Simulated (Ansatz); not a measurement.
Geometry optimisation, RKS PBE0/def2-SVP (Ansatz).

Input:

```yaml
crystal:
  periodic: [false, false, false]
  atoms:
    - { symbol: Ge, position_ang: [-0.186474, -0.294535, -0.018028] }
    - { symbol: Cl, position_ang: [-0.5001, -0.818611, 2.092441] }
    - { symbol: H, position_ang: [1.299258, -0.02294, -0.235278] }
    - { symbol: Cl, position_ang: [-1.408019, 1.413448, -0.489905] }
    - { symbol: H, position_ang: [-0.766411, -1.471216, -0.811674] }
    - { symbol: Si, position_ang: [1.245625, 2.682724, 1.212634] }
    - { symbol: H, position_ang: [2.572902, 2.983738, 1.84091] }
    - { symbol: H, position_ang: [1.417589, 2.645517, -0.268993] }
    - { symbol: H, position_ang: [0.274727, 3.751958, 1.591554] }
    - { symbol: H, position_ang: [0.773804, 1.390317, 1.731338] }
basis:
  gaussian: { orbitals: def2-SVP }
hamiltonian:
  xc: pbe0
relax:
  f_tol: 0.03
  max_steps: 50
```

Run as:

```bash
$ ansatz run input.yaml --threads 4 --pin off --max-ram 5120MiB --backend cpu --events-out ev --progress --plain --runs-dir out
```

Problem. Where does it end, and by what steps?

Solution. It converged. The force dipped under the threshold on the way, but the program's further checks kept it going. After 10 steps the energy has fallen by 0.220 eV; H7 moved furthest, 0.73 Å.

```
step  energy less start (eV)  largest force component (eV/Å)  accepted
   0                  0.0000                           0.736       yes
   1                 -0.1651                           0.231       yes
   2                 -0.1884                           0.132       yes
   3                 -0.1989                           0.289       yes
   4                 -0.2152                           0.096       yes
   5                 -0.2187                           0.039       yes
   6                 -0.2193                           0.058       yes
   7                 -0.2197                           0.030       yes
   8                 -0.2201                           0.004       yes
   9                 -0.2203                           0.013       yes
  10                 -0.2203                           0.025       yes
```

```xyz
10
Properties=species:S:1:pos:R:3
Ge -0.417 -0.664 -0.144
Cl -0.622 -1.257 1.913
H 1.073 -0.499 -0.455
Cl -1.364 1.256 -0.382
H -1.179 -1.669 -1.012
Si 1.440 3.019 1.344
H 2.584 3.684 2.037
H 1.807 2.791 -0.086
H 0.234 3.892 1.426
H 1.166 1.708 2.004
```

Whether the end is a true minimum wasn't checked by a vibrational analysis.

Time of the run: 23 s on 4 threads of Arm Neoverse V1, on a shared host, peak memory 0.3 GiB.
